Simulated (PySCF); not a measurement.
Compound: [MoSCl4]- (charge -1 and doublet state).
Structure used (PBE0-D3(BJ)/def2-SVP), in Å, numbered top down from 1:
```
atom  x, y, z in Å
Mo1    0.000    0.000    0.090
S2     0.005   -0.005    2.178
Cl3    2.253    0.001   -0.574
Cl4   -0.001    2.258   -0.560
Cl5   -2.255    0.001   -0.565
Cl6   -0.001   -2.255   -0.569
```

Theory: PBE0-D3(BJ)/def2-SVP geometry optimisation, gas phase, def2 core potentials past Kr in PySCF.

Which atoms are bound to Mo1, and at what distances?

5 atoms: S2 2.088 Å, Cl3 2.348 Å, Cl5 2.349 Å, Cl6 2.349 Å, Cl4 2.349 Å.

List the angles at Mo1.

```csv
angle,degrees,distance of the outer atoms (Å)
Cl4–Mo1–Cl6,147.7,4.51
Cl3–Mo1–Cl5,147.4,4.51
S2–Mo1–Cl5,106.3,3.55
S2–Mo1–Cl3,106.3,3.55
S2–Mo1–Cl4,106.2,3.55
S2–Mo1–Cl6,106.1,3.55
Cl4–Mo1–Cl5,85.5,3.19
Cl3–Mo1–Cl4,85.5,3.19
Cl5–Mo1–Cl6,85.5,3.19
Cl3–Mo1–Cl6,85.5,3.19
```

What is the shape at Mo1?

Square pyramidal: τ5 = (β − α)/60° = 0.00 from the two widest angles, 147.7° and 147.4° (0 for a square pyramid, 1 for a trigonal bipyramid).

What are the rotational constants (commonest isotopes, rigid rotor)?

A = 914.3, B = 913.2, C = 710.4 MHz: an oblate symmetric top.

Point group: C4v (tolerance 0.08 Å). Charge -1, doublet. ⟨S²⟩ = 0.768 (exact for a doublet: 0.75). The geometry's basis has no diffuse functions, a weakness for an anion. No PBE0-D3(BJ)/def2-SVP frequencies stand behind this structure, so it isn't proved a minimum.

Caution for open-shell metal species: one SCF solution and one stationary point were followed, and a lower state or a bent or distorted shape isn't ruled out.
